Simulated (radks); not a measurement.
Values are calculated unless marked as measured or tabulated.
Ionisation of O4+, [He] 2s2, to O5+, [He] 2s1, under several functionals. Scalar-relativistic Kohn-Sham, spin-polarised, spherical densities, point nucleus; open shells are filled with parallel spins first; a radial shooting solver on a logarithmic mesh with Libxc functionals. The NIST Atomic Spectra Database gives 113.90 eV (measured). Rank these functionals by the error of their Delta-SCF ionisation energy: LDA (Slater exchange, Perdew-Wang correlation); BLYP; B86b exchange with PBE correlation; OLYP.

Answer. From best to worst: B86b exchange with PBE correlation 112.77 eV (-1.1); BLYP 112.65 eV (-1.2); OLYP 112.62 eV (-1.3); LDA (Slater exchange, Perdew-Wang correlation) 112.28 eV (-1.6).
